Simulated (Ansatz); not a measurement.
Calculated with Ansatz (gas phase, PBE0-D4/def2-TZVP geometries, no zero-point term in ΔE). CCSD(T)/CBS adds triple-zeta CCSD(T) − MP2 to the extrapolated MP2 energy (def2 sets, frozen cores). This one scheme is used for every species. Functionals use def2-TZVPP. B3LYP here is the variant with VWN-RPA as its local correlation; programs differ in this. For Br, Mg outer-core shells are correlated without core-valence functions, which leaves a few kJ/mol of doubt a bond. Scalar relativity is left out up to krypton. One conformer a species, not always the lowest.

Consider the substitution at a C–O bond: `C[O][Mg][Br]` + `C[Si](O)(O)F` → `CO[Si](C)(O)F` + `[OH][Mg][Br]`.

(1) Is it downhill or uphill in electronic energy at CCSD(T)/CBS, and by how much? (Best estimate.)

(2) What do these levels give: r2SCAN-D4, B3LYP-D4, ωB97X-V, PBE, r2SCAN, PBE0, B3LYP, HF/def2-TZVPP, CCSD(T)/def2-TZVPP, MP2/def2-QZVPP, SCS-MP2/def2-QZVPP, HF/CBS(def2)? (Estimate.)

Largest T1 diagnostic among the species: 0.011.

Answers

(1) Ansatz gave: Nearly level: ΔE = -1.4 kJ/mol.

(2) Computed: r2SCAN-D4 -1.0, B3LYP-D4 -2.7, ωB97X-V -3.0, PBE 2.5, r2SCAN 0.0, PBE0 2.0, B3LYP 1.7, HF/def2-TZVPP 0.6, CCSD(T)/def2-TZVPP -1.6, MP2/def2-QZVPP -1.8, SCS-MP2/def2-QZVPP -1.3, HF/CBS(def2) 1.2 kJ/mol.

The D4 term adds −4.4 kJ/mol with B3LYP and −2.6 kJ/mol with PBE0; it sums over pairs of atoms, weighted by their polarisabilities, and B3LYP, whose exchange is more repulsive, gets the larger term.
